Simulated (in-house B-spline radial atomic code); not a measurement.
Ionisation energies along the 12-electron series, configuration [Ne] 3s2, as differences of self-consistent energies. Dirac energy differences include first-order Breit, QED and recoil terms. NIST's values go from ground level to ground level; the uncertainty of those that are theory runs from under 0.1 % in few-electron ions to several per cent in heavy many-electron ones. Computed with an all-electron radial atomic-structure program (B-spline basis): Dirac-Hartree-Fock, average of the configuration, finite nuclei.

| ion | configuration after | ionisation energy (eV) | IE/(q+1)² (eV) | -ε less Coulomb ΔSCF (eV) | Breit and QED recoil part (eV) | tabulated value (eV) | tabulated kind | computed minus tabulated (eV) |
| --- | --- | --- | --- | --- | --- | --- | --- | --- |
| Kr24+ | [Ne] 3s1 | 1149.8 | 1.8397 | 0.18681 | -0.74649 | 1155 | semi-empirical | -5 |
| Rb25+ | [Ne] 3s1 | 1237.2 | 1.8302 | 0.18758 | -0.83093 | 1242.5 | semi-empirical | -5 |
| Sr26+ | [Ne] 3s1 | 1327.9 | 1.8216 | 0.18837 | -0.9216 | 1333.4 | semi-empirical | -5 |
| Zr28+ | [Ne] 3s1 | 1519.2 | 1.8065 | 0.19001 | -1.1236 | 1525.1 | semi-empirical | -6 |
| Nb29+ | [Ne] 3s1 | 1619.9 | 1.7999 | 0.19086 | -1.2351 | 1625.9 | semi-empirical | -6 |
| Mo30+ | [Ne] 3s1 | 1723.9 | 1.7939 | 0.19174 | -1.354 | 1730.1 | semi-empirical | -6 |
| Tc31+ | [Ne] 3s1 | 1831.3 | 1.7884 | 0.19264 | -1.4813 | 1838 | semi-empirical | -7 |
| Ru32+ | [Ne] 3s1 | 1942.1 | 1.7834 | 0.19356 | -1.6161 | 1949 | semi-empirical | -7 |
| Rh33+ | [Ne] 3s1 | 2056.3 | 1.7788 | 0.19451 | -1.7599 | 2063 | semi-empirical | -7 |
| Pd34+ | [Ne] 3s1 | 2174.0 | 1.7747 | 0.19548 | -1.9122 | 2181 | semi-empirical | -7 |
| Ag35+ | [Ne] 3s1 | 2295.1 | 1.7709 | 0.19648 | -2.0739 | 2302 | semi-empirical | -7 |
| Cd36+ | [Ne] 3s1 | 2419.8 | 1.7675 | 0.1975 | -2.2445 | 2427 | semi-empirical | -7 |
| In37+ | [Ne] 3s1 | 2547.9 | 1.7645 | 0.19855 | -2.4255 | 2555 | semi-empirical | -7 |
| Sn38+ | [Ne] 3s1 | 2679.6 | 1.7618 | 0.19962 | -2.6162 | 2687 | semi-empirical | -7 |
| Sb39+ | [Ne] 3s1 | 2814.9 | 1.7593 | 0.20072 | -2.818 | 2815 | tabulated theory | 0 |
| Te40+ | [Ne] 3s1 | 2953.8 | 1.7572 | 0.20186 | -3.0299 | 2954 | tabulated theory | 0 |
| I41+ | [Ne] 3s1 | 3096.3 | 1.7553 | 0.20302 | -3.2542 | 3096 | tabulated theory | 0 |
| Xe42+ | [Ne] 3s1 | 3242.5 | 1.7537 | 0.20422 | -3.4895 | 3243 | tabulated theory | 0 |
| Cs43+ | [Ne] 3s1 | 3392.4 | 1.7523 | 0.20544 | -3.7373 | 3392 | tabulated theory | 0 |

(1) How far is this level of theory from the measured and semi-empirical values?

Answers

(1) Over those 14 rows the differences run from -7.37 to -5.19 eV (mean absolute value 6.4 eV). The calculation leaves out correlation and, in open shells, the multiplet splittings that an average leaves out.
